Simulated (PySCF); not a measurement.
# Diatomics with 53 electrons

PBE0 in PySCF with def2-SVP on every atom (core potentials on Rb, Sr), for the lowest determinant that a PBE0 search found; no spin–orbit coupling. All have 53 electrons, 7 of them in the valence shells, and the same state, a doublet (π ↑). For ions De leads to the atom and ion picked by measured ionisation energies and electron affinities.

| species | difference of nuclear charges | Re (Å) | ωe (cm⁻¹) | k (mdyn/Å) | De (eV) | dissociates to | Mayer bond order |
| --- | --- | --- | --- | --- | --- | --- | --- |
| KSe | 15 | 2.961 | 198 | 0.605 | 2.37 | K + Se | 0.73 |
| RbS | 21 | 2.974 | 222 | 0.675 | 2.52 | Rb + S | 0.81 |
| CaSe⁺ | 14 | 2.587 | 310 | 1.51 | 2.70 | Ca⁺ + Se | 1.37 |
| RbCl⁺ | 20 | 3.408 | 92.2 | 0.124 | 0.27 | Rb⁺ + Cl | 0.15 |
| SrS⁺ | 22 | 2.635 | 333 | 1.53 | 2.79 | Sr⁺ + S | 1.37 |

Weak bonds: RbCl⁺. Basis-set superposition, not corrected here, can be much of De in a small basis, most of all at correlated wavefunction levels. Spin–orbit coupling is left out. For an ion De counts to the pair picked by the measured ionisation energies or electron affinities, which need not be the lowest pair at this level. States were picked by a PBE0 search and need not be the measured ground states.
